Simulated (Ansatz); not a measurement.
`N[CH]([SiH3])[GeH3]` at its PBE0-D4/def2-TZVP geometry, where that method's forces vanish. Charge 0, multiplicity 1.

| atom | x (Å) | y (Å) | z (Å) |
| --- | --- | --- | --- |
| N1 | 1.1201 | 0.4442 | -1.1192 |
| C2 | 0.2554 | 0.4551 | 0.0575 |
| Si3 | -1.5441 | 0.4993 | -0.4825 |
| Ge4 | 0.6089 | -1.1756 | 1.1075 |
| H5 | 2.1007 | 0.4333 | -0.8668 |
| H6 | 0.9657 | 1.2570 | -1.7037 |
| H7 | 0.4201 | 1.3028 | 0.7437 |
| H8 | -1.9194 | -0.7500 | -1.1932 |
| H9 | -1.7553 | 1.6515 | -1.4057 |
| H10 | -2.4199 | 0.6740 | 0.7076 |
| H11 | 2.1298 | -1.2658 | 1.3478 |
| H12 | 0.1477 | -2.4242 | 0.3409 |
| H13 | -0.1096 | -1.1015 | 2.4662 |

For each bond, give half the difference of the two atoms' forces along it (eV/Å; positive pushes the atoms apart) under PBE-D4, r2SCAN-D4, B3LYP-D4, ωB97M-V in def2-TZVPP. (Best estimate.)

The calculation gave: 
| bond | length (Å) | PBE-D4 | r2SCAN-D4 | B3LYP-D4 | ωB97M-V |
| --- | --- | --- | --- | --- | --- |
| N1–C2 | 1.460 | 0.06 | 0.22 | 0.25 | 0.33 |
| N1–H5 | 1.013 | 0.24 | -0.01 | -0.06 | -0.08 |
| N1–H6 | 1.013 | 0.24 | 0.00 | -0.06 | -0.08 |
| C2–Si3 | 1.879 | 0.01 | -0.02 | 0.03 | 0.00 |
| C2–Ge4 | 1.971 | 0.07 | 0.04 | 0.14 | -0.03 |
| C2–H7 | 1.103 | 0.09 | -0.03 | -0.13 | -0.14 |
| Si3–H8 | 1.486 | 0.06 | -0.03 | -0.07 | -0.10 |
| Si3–H9 | 1.491 | 0.08 | -0.02 | -0.10 | -0.12 |
| Si3–H10 | 1.488 | 0.06 | -0.03 | -0.08 | -0.09 |
| Ge4–H11 | 1.542 | 0.07 | -0.05 | -0.05 | -0.08 |
| Ge4–H12 | 1.536 | 0.05 | -0.05 | -0.02 | -0.06 |
| Ge4–H13 | 1.539 | 0.04 | -0.06 | -0.03 | -0.06 |

B3LYP here is the variant with VWN-RPA as its local correlation; programs differ in this.

Results of the Gaussian-basis code of Ansatz.
